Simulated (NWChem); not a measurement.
A series in which one site is exchanged, each optimised at PBE0/def2-SVP with NWChem, gas phase unless a solvent is named. This build's default masses of Se (78.918 u) and Br (79.917 u) are each other's, which moves their modes by up to 0.6 %. For some, no frequency run checked for a minimum. def2 effective core potentials on Cd; no spin-orbit coupling.

A: [CdH][SiH3] (CdSiH₄; site = Cd)
B: [SiH3]S (SiH₄S; site = S)
C: [SiH3][ZnH] (ZnSiH4; site = Zn)
D: [SiH3][SeH] (SiH4Se; site = Se)

```tsv
quantity	A	B	C	D
dipole (D), PBE0/def2-SVP	0.34	1.21	___	0.99
vertical ionisation energy, ΔSCF, PBE/def2-SVP (eV)	9.07	9.67	___	9.23
vertical ionisation energy, ΔSCF, CAM-B3LYP/def2-SVP (eV)	9.32	9.88	___	9.41
```

Task: Fill in the missing entries.

Result: 
- dipole (D), PBE0/def2-SVP, C: 0.48
- vertical ionisation energy, ΔSCF, PBE/def2-SVP (eV), C: 9.25
- vertical ionisation energy, ΔSCF, CAM-B3LYP/def2-SVP (eV), C: 9.51
